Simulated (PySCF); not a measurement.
## Electron correlation in Cr²⁺ (chromium, charge +2)

[Ar] 3d3 4p1, one real determinant (an excited configuration). Computed with PySCF 2.14 in aug-cc-pVTZ-DK, with the spin-free X2C one-electron Hamiltonian (Gaussian nucleus). Frozen: [Ar]; 4 electrons correlated.

```
  level  correlation energy (mhartree)
   CCSD                         -29.76
    (T)                          -0.66
CCSD(T)                         -30.42
```

Diagnostics: T1 = 0.0059, D1 = 0.0136, largest double amplitude 0.082.

Question: Is a single reference adequate?

Answer: Mostly. T1 lies below 0.03, but a double amplitude of this size points to a near-degeneracy that CCSD handles and MP2 describes poorly.

The reference is one real determinant that mixes LS terms of this configuration.
